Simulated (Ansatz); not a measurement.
Z-matrix (Å, degrees):
```
C
O 1 1.413
B 1 1.577 2 116.0
H 1 1.096 2 107.3 3 -123.1
H 1 1.105 2 110.4 3 122.4
H 2 0.962 1 107.7 3 -27.6
Cl 3 1.784 1 118.2 2 25.0
N 3 1.386 1 123.5 2 -157.3
H 8 1.005 3 123.2 1 -175.8
H 8 1.006 3 122.4 1 3.8
```

Total charge 0; spin multiplicity 1.

List the r2SCAN/def2-TZVPP orbital energies in eV (the Gaussian-basis code of Ansatz). (An estimate is asked.)

The calculation gave: Occupied: -2753.29, -515.45, -385.76, -273.86, -254.69, -193.22, -193.10, -193.08, -181.44, -26.61, -23.43, -21.47, -17.64, -13.82, -13.66, -12.41, -11.37, -10.96, -9.90, -8.93, -8.12, -7.74, -7.48, -6.27. Lowest empty: -0.37, 0.65, 1.21, 1.69, 2.35, 2.98, 3.09, 3.51.
